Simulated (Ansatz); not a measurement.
`[SiH3]S[AsH][SiH3]`, charge 0, multiplicity 1.

Task: Give a relaxed structure at PBE0-D4/def2-TZVP (the Gaussian-basis code of Ansatz). (Best estimate.)

Result: Computed: 
Z-matrix (Å, degrees):
```
Si
S 1 2.134
H 1 1.485 2 111.0
H 1 1.485 2 106.0 3 119.2
H 1 1.485 2 111.1 3 -121.2
As 2 2.261 1 96.0 3 58.9
Si 6 2.368 2 93.3 1 -133.7
H 6 1.525 2 95.4 1 132.5
H 7 1.484 6 107.1 2 74.3
H 7 1.484 6 111.3 2 -46.1
H 7 1.488 6 108.8 2 -167.3
```
This is one stationary point; other conformers may exist.
